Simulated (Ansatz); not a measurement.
A nudged elastic band was laid between two geometries of BH3LiNO (7 atoms, charge 0, multiplicity 1).

Theory: Ansatz, RKS BLYP-D4/cc-pVDZ.

```json
{"movable images": "7", "climbing image": "yes", "spring": "5.0 eV/Å²", "optimiser": "quadratic models (default)", "start path": "IDPP", "force threshold": "0.05 eV/Å", "iteration limit": "60", "end points": "relaxed"}
```

First end point:

```xyz
7
Properties=species:S:1:pos:R:3
Li -0.983 -1.392 -1.196
N 0.000 -1.172 0.266
B 0.011 0.190 -0.026
O 0.623 1.231 0.679
H 0.506 -1.462 1.111
H -0.627 0.512 -1.081
H 0.470 2.093 0.247
```

Last end point:

```xyz
7
Properties=species:S:1:pos:R:3
Li -0.965 -1.484 -1.148
N 0.019 -1.014 0.260
B -0.098 0.293 -0.216
O 0.370 1.536 0.220
H 0.555 -1.175 1.122
H -0.772 0.415 -1.281
H 0.890 1.429 1.043
```

Task: What changes between the two ends?

Result: No bond is made or broken. The dihedral N2–B3–O4–H7 goes from 180 to 0°.

Task: Give the energies along the band, and the barrier.

Result: It converged. The highest image is number 4 of 0 to 8, 6.4 kcal/mol above the first end and 6.7 kcal/mol above the last; the last end lies 0.3 kcal/mol below the first. A vibrational analysis at the climbing image gives one clearly imaginary mode, 482i cm⁻¹: a first-order saddle point.

| image | path coordinate (Å) | energy (kcal/mol) | dihedral N2–B3–O4–H7 (°) |
| --- | --- | --- | --- |
| 0 | 0.00 | 0.0 | 180 |
| 1 | 0.25 | 0.8 | 160 |
| 2 | 0.50 | 3.0 | 138 |
| 3 | 0.75 | 5.3 | 115 |
| 4 | 1.00 | 6.4 | 90 |
| 5 | 1.24 | 5.3 | 64 |
| 6 | 1.48 | 2.7 | 38 |
| 7 | 1.72 | 0.4 | 15 |
| 8 | 1.97 | -0.3 | 0 |

Task: What is the geometry of the highest image?

Result: 
```xyz
7
Properties=species:S:1:pos:R:3:forces:R:3
Li -0.804 -1.450 -1.288 0.01 0.00 0.00
N 0.242 -1.095 0.121 0.00 -0.01 0.00
B -0.182 0.220 -0.020 -0.01 0.01 -0.02
O 0.028 1.368 0.773 0.00 0.00 0.00
H 0.856 -1.294 0.922 0.00 0.01 0.00
H -0.969 0.392 -1.021 0.00 0.00 0.01
H 0.829 1.859 0.513 0.00 0.00 0.00
```

Task: What are the harmonic wavenumbers there?

Result: 482i, 205, 305, 484, 657, 733, 838, 925, 957, 1077, 1220, 1440, 2050, 3430, 3694 cm⁻¹.

The band took 7 iterations and of the order of 2.1 core-minutes.

Time of the run: 2.1 min on 1 thread of Intel(R) Xeon(R) Platinum 8488C (Sapphire Rapids), with other jobs on the host, peak memory 0.14 GiB.
